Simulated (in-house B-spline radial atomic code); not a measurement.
Ionising Cd⁶⁺ with different functionals

Computed with a radial B-spline atomic code at the basis-set limit: four-component Dirac-Coulomb Hamiltonian, Fermi nucleus of rms radius 4.6087 fm, spin-restricted, spherical fractional occupations for the functionals. The ionisation energy is the difference of two self-consistent energies, [Kr] 4d6 → [Kr] 4d5, without Breit or QED terms; ε is the level of the shell that loses the electron (mean over j). The electron is taken from both j subshells in proportion to 2j + 1, so the result is a j average, not the step between ground levels.

Hybrids are left out here: with spherical fractional occupations of an open shell their exact exchange keeps a self-interaction that integer-occupation calculations don't have.

| method | rung | ΔSCF (eV) | -ε(4d) (eV) |
| --- | --- | --- | --- |
| LDA VWN5 | LDA | 109.19 | 99.38 |
| relativistic LDA | LDA | 109.21 | 99.39 |
| LDA PW92 | LDA | ? | ? |
| LDA exchange-only | LDA | 107.28 | 97.48 |
| PBE | GGA | 109.02 | 99.20 |
| PBEsol | GGA | 108.98 | 99.16 |
| BLYP | GGA | ? | ? |
| RPBE | GGA | 108.98 | 99.15 |
| PW91 | GGA | 109.12 | 99.29 |
| BP86 | GGA | 109.07 | 99.25 |
| AM05 | GGA | 108.99 | 99.17 |
| OLYP | GGA | 109.45 | 99.59 |

Question: What does LDA PW92 give?

Answer: ΔSCF 109.18 eV, and -ε(4d) = 99.37 eV.

Question: What does BLYP give?

Answer: ΔSCF 108.82 eV, and -ε(4d) = 99.00 eV.

Question: How do they compare with the NIST value?

Answer: NIST lists 105 eV ± 2 (tabulated theory, ground level to ground level). Errors run from +2.28 to +4.45 eV. The correlated functionals all miss on the same side by more than they spread, so the cause is common to them (Breit-QED terms, spin polarisation, the choice among j levels, multiplet and fine-structure energies, or a listed next ion that isn't the cheapest removal here) and closeness doesn't rank the functionals.
